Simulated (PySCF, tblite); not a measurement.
Isomers of [C6H10P]+ (charge +1). All values are computed: GFN2-xTB (tblite) harmonic vibrations without scaling, gas phase. Errors from tens to a few hundred cm⁻¹ against measured bands are possible. Modes of hydrogen on phosphorus can be 10 to 20 % off. One conformer each.

Electronic energies: PBE0/pcSseg-1 single points on the GFN2-xTB geometries (PySCF, gas phase).

| SMILES | electronic energy, lowest = 0 (kcal/mol) |
| --- | --- |
| CC[PH+]1C=CC=C1 | 0.0 |
| C=C[P@H+](C)C#CC | 25.6 |
| CC#C[PH2+]C1CC1 | 38.6 |
| CC1=C(C)[PH2+]C=C1 | 3.9 |

Task: How do GFN2-xTB zero-point energies change the relative energies?

Result: 
```json
{"SMILES": "CC[PH+]1C=CC=C1", "ZPE (kcal/mol)": "86.5", "of it from modes above 1550 cm⁻¹": "45.0", "electronic (kcal/mol)": "0.0", "with ZPE, lowest = 0 (kcal/mol)": "0.0", "lowest mode (cm⁻¹)": "64", "rings": "1"}
{"SMILES": "CC1=C(C)[PH2+]C=C1", "ZPE (kcal/mol)": "85.3", "of it from modes above 1550 cm⁻¹": "44.1", "electronic (kcal/mol)": "3.9", "with ZPE, lowest = 0 (kcal/mol)": "2.7", "lowest mode (cm⁻¹)": "75", "rings": "1"}
{"SMILES": "C=C[P@H+](C)C#CC", "ZPE (kcal/mol)": "83.8", "of it from modes above 1550 cm⁻¹": "48.0", "electronic (kcal/mol)": "25.6", "with ZPE, lowest = 0 (kcal/mol)": "22.9", "lowest mode (cm⁻¹)": "21", "rings": "0"}
{"SMILES": "CC#C[PH2+]C1CC1", "ZPE (kcal/mol)": "84.8", "of it from modes above 1550 cm⁻¹": "45.1", "electronic (kcal/mol)": "38.6", "with ZPE, lowest = 0 (kcal/mol)": "36.9", "lowest mode (cm⁻¹)": "7", "rings": "1"}
```

The zero-point energies span 2.7 kcal/mol, from `C=C[P@H+](C)C#CC` to `CC[PH+]1C=CC=C1`. The order is unchanged.

Task: And how do the electronic energies of GFN2-xTB itself compare?

Result: `CC[PH+]1C=CC=C1` 3.3; `CC1=C(C)[PH2+]C=C1` 0.0; `C=C[P@H+](C)C#CC` 26.5; `CC#C[PH2+]C1CC1` 26.6 kcal/mol, lowest = 0. Against the energies above, taken from the same isomer `CC[PH+]1C=CC=C1`, the largest difference is 15.3 kcal/mol.
